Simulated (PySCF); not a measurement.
A database entry of computed molecular properties. Lists by class give the value and the number of equivalent atoms.

```json
{
 "formula": "C7H10OSi2",
 "smiles": "C=C1[SiH2]C([SiH3])=C(C=O)C1=C",
 "inchi": "InChI=1S/C7H10OSi2/c1-4-5(2)10-7(9)6(4)3-8/h3H,1-2,10H2,9H3",
 "charge": 0,
 "multiplicity": 1,
 "geometry_level": "GFN2-xTB",
 "atoms_angstrom": [
  ["C", -2.753, -1.333, 0.046],
  ["C", -1.505, -0.879, -0.027],
  ["Si", 0.075, -1.916, 0.098],
  ["C", 1.114, -0.349, 0.106],
  ["Si", 2.985, -0.139, 0.268],
  ["C", 0.313, 0.739, -0.032],
  ["C", 0.955, 2.037, -0.028],
  ["O", 2.159, 2.164, 0.076],
  ["C", -1.137, 0.544, -0.174],
  ["C", -2.006, 1.52, -0.448],
  ["H", -2.953, -2.385, 0.154],
  ["H", -3.622, -0.694, 0.007],
  ["H", 0.167, -2.686, 1.339],
  ["H", 0.309, -2.751, -1.081],
  ["H", 3.439, -1.544, 0.389],
  ["H", 3.342, 0.512, 1.524],
  ["H", 3.565, 0.373, -0.968],
  ["H", 0.318, 2.931, -0.114],
  ["H", -1.712, 2.548, -0.572],
  ["H", -3.057, 1.319, -0.567]
 ],
 "electronic_structure_code": "PySCF",
 "results": {
  "GFN2-xTB geometry": {
   "point_group": "C1",
   "rotational_constants_GHz": [1.595, 0.811, 0.546]
  },
  "PBE0/pcSseg-1 ground state and GIAO shieldings, non-relativistic": {
   "dipole_D": 3.44,
   "homo_eV": -7.01,
   "lumo_eV": -2.62,
   "shift_vs_computed_TMS_C_by_class_ppm": [
    [193.2, 1],
    [184.0, 1],
    [163.9, 1],
    [153.5, 1],
    [149.5, 1],
    [133.7, 1],
    [109.7, 1]
   ],
   "shift_vs_computed_TMS_H_by_class_ppm": [
    [10.1, 1],
    [6.95, 1],
    [6.14, 1],
    [6.11, 1],
    [6.05, 1],
    [5.0, 2],
    [4.53, 3]
   ],
   "shielding_other_nuclei_by_class_ppm": [
    ["O", -325.9, 1],
    ["Si", 388.1, 1],
    ["Si", 434.7, 1]
   ],
   "charges_hirshfeld_e_by_atom": [-0.08, -0.09, 0.34, -0.15, 0.27, -0.01, 0.13, -0.16, -0.01, -0.09, 0.05, 0.05, -0.07, -0.07, -0.11, -0.08, -0.08, 0.05, 0.05, 0.05]
  }
 }
}
```

In atomic units the dipole is 1.35 e·bohr (1 au = 2.5417 D). The rotational constants make it an asymmetric top with κ = (2B − A − C)/(A − C) = -0.49, nearer the prolate limit (−1).

Geometry: GFN2-xTB, one conformer, isolated molecule. NMR classes are plain means over equivalent atoms (diastereotopic ones count apart unless rotation or inversion swaps them), as if these changed places fast; in this geometry the members of some classes differ.

Conformer computed: `[CH2:1]=[C:2]1[SiH2:3][C:4]([SiH3:5])=[C:6]([CH:7]=[O:8])[C:9]1=[CH2:10]`: C4–C6–C7–O8 1°.
